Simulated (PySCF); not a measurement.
Sn(H)2(OH)(OMe) (CH₆O₂Sn), SMILES C[O][SnH2][OH].

The structure is a stationary point at B3LYP-D3(BJ)/def2-SVP. The structure was generated by enumeration; whether it is a known compound was not checked. The def2 effective core potentials stand for the cores of Sn; spin–orbit coupling is left out. One conformer was computed; it need not be the lowest.

The numbers are results of CAM-B3LYP/def2-TZVP (PySCF), not measurements.

Gas-phase values at a fixed geometry.

Computed frontier levels, gap, dipole moment and polarisability:
The highest occupied level is -9.13 eV and the lowest empty level is 0.34 eV. The orbital gap is 9.47 eV and the dipole moment is 0.81 D. The quadrupole, principal values (traceless, Buckingham form, about the centre of nuclear charge) is -11.07, 4.81, 6.26 D·Å, the mean static polarisability is 57.2 bohr³ (8.47 Å³) and the polarisability, principal values comes out as 53.8, 54.2, 63.5 bohr³.
